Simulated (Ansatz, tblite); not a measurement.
Forces on Al2F6 at its B3LYP-D4/def2-SVP geometry. Charge 0, multiplicity 1.

The xTB rows come from tblite. The structure comes from a short search, and lower isomers may exist.

GFN1-xTB (tblite), largest force 0.59 eV/Å:

```xyz
8
positions Å, forces eV/Å
Al   -0.783   -0.505   -1.030    0.293    0.189    0.386
Al    0.783    0.505    1.030   -0.293   -0.189   -0.386
F     0.067    0.748    2.492    0.353   -0.046   -0.471
F    -0.283    1.092   -0.320    0.044   -0.170    0.050
F    -0.068   -0.748   -2.492   -0.353    0.046    0.471
F    -2.366   -0.821   -0.708    0.541    0.075   -0.224
F     2.366    0.821    0.708   -0.541   -0.075    0.223
F     0.283   -1.092    0.320   -0.044    0.170   -0.050
```

GFN2-xTB (tblite), largest force 0.67 eV/Å:

```
Al -0.165 -0.106 -0.217
Al 0.165 0.106 0.217
F 0.165 -0.143 -0.634
F 0.075 -0.288 0.084
F -0.165 0.143 0.635
F 0.649 0.169 0.002
F -0.649 -0.169 -0.003
F -0.075 0.288 -0.084
```

PBE-D4/def2-TZVP (Ansatz), largest force 0.22 eV/Å:

```
Al 0.036 0.023 0.047
Al -0.036 -0.023 -0.047
F 0.021 0.005 -0.001
F -0.053 0.205 -0.060
F -0.021 -0.005 0.001
F 0.006 -0.004 -0.020
F -0.007 0.004 0.020
F 0.053 -0.205 0.060
```
